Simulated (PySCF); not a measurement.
GaH was optimised in PySCF in the def2-TZVP basis family (density fitting, no spin–orbit coupling) with several functionals.

One of them gave a singlet of C∞v symmetry with a mean bond of 1.689 Å to Ga, wavenumbers 1572 cm⁻¹ and a HOMO–LUMO gap of 3.85 eV.

**Question.** Which level of theory was it?
A. PBE0
B. B3LYP
C. PBE

**Answer.** B. That is B3LYP, with Ga–H 1.689 Å. The others give PBE 1.699 Å and 1535 cm⁻¹ for the highest mode; PBE0 1.681 Å and 1601 cm⁻¹ for the highest mode.

The structures come from searches over a few start shapes, so lower isomers are not excluded.
